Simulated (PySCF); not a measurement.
**Fractional electron number in Gd (gadolinium, neutral)**

The 6s beta orbital of [Xe] 4f7 5d1 6s2 is emptied in steps (occupation f), with all orbitals relaxed, ending at [Xe] 4f7 5d1 6s1. Calculation: PySCF 2.14, in def2-SVP with the def2 core potential (28 electrons); a scalar-relativistic core potential. The exact energy is a straight line in f; departures are measured from the line between the end points of the same method.

| f | UHF (eV) |
| --- | --- |
| 1 | 0.000 |
| 0.9 | 0.013 |
| 0.7 | 0.029 |
| 0.5 | 0.032 |
| 0.3 | 0.026 |
| 0.1 | 0.010 |
| 0 | 0.000 |

**Question.** For UHF, how does the orbital energy at f = 1 compare with the removal energy?

**Answer.** −ε = 5.051 eV against a total-energy difference of 4.898 eV. By Janak's theorem ε = ∂E/∂f, so the gap between them reflects the curvature. Along the path −ε is 5.011 (f = 0.9), 4.944 (f = 0.7), 4.889 (f = 0.5), 4.843 (f = 0.3), 4.804 (f = 0.1) eV.

Reference removal energy between the ground levels: 6.150 eV (measured; NIST Atomic Spectra Database, ionization energies). The calculation has no spin-orbit coupling. UHF lacks correlation.
